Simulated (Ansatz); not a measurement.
`[CH3][GeH]([Cl])[Cl]` + HBr → `[Cl][GeH]([Cl])[Br]` + CH₄ at 298.15 K and 1 bar (ligand exchange at a Ge–C bond).

Calculated with Ansatz (gas phase, PBE0-D4/def2-TZVP geometries, no zero-point term in ΔE). CBS: MP2 limit from def2 TZ/QZ plus the TZ coupled-cluster correction, frozen cores. This one scheme is used for every species. For Br, Ge outer-core shells are correlated without core-valence functions, which leaves a few kJ/mol of doubt a bond. Scalar relativity is left out up to krypton.

```json
{"species": "`[CH3][GeH]([Cl])[Cl]`", "CCSD(T)/CBS energy (Eh)": "-3036.22487", "H − E (kJ/mol)": "144.5", "S (J/(mol·K))": "346.1"}
{"species": "HBr", "CCSD(T)/CBS energy (Eh)": "-2573.91920", "H − E (kJ/mol)": "24.6", "S (J/(mol·K))": "198.6"}
{"species": "`[Cl][GeH]([Cl])[Br]`", "CCSD(T)/CBS energy (Eh)": "-5569.71077", "H − E (kJ/mol)": "49.4", "S (J/(mol·K))": "350.4"}
{"species": "CH₄", "CCSD(T)/CBS energy (Eh)": "-40.46206", "H − E (kJ/mol)": "127.4", "S (J/(mol·K))": "186.2"}
```

H − E and S are ideal-gas, rigid-rotor, harmonic terms from PBE0-D4/def2-TZVP. 1 Eh = 2625.50 kJ/mol, R = 8.31446 J/(mol·K).

Q: By hand: ΔE, ΔH, ΔS and ΔG.

A: ΔE = (-5569.71077) + (-40.46206) − (-3036.22487) − (-2573.91920) = -0.02876 Eh = -75.5 kJ/mol. Δ(H − E) = 49.4 + 127.4 − 144.5 − 24.6 = 7.7, so ΔH = -67.8 kJ/mol. ΔS = 350.4 + 186.2 − 346.1 − 198.6 = -8.1 J/(mol·K). ΔG = -67.8 − 298.15 × (-8.1)/1000 = -65.4 kJ/mol.

Q: By hand: the equilibrium constant, and the temperature at which ΔG would vanish if ΔH and ΔS stayed fixed.

A: log₁₀ K = −ΔG/(RT ln 10) = 11.5. ΔG = 0 at ΔH/ΔS = 8370 K, far beyond where these terms or the molecules hold.

The number of gas molecules stays the same, so ΔS is small and ΔH decides. A doubt of 5 kJ/mol in ΔE shifts log₁₀ K by 0.9 here. These are equilibria of isolated gas molecules and say nothing of rates. Largest T1 diagnostic: 0.009 (customary marks: 0.02 for closed shells, 0.045 for open ones).
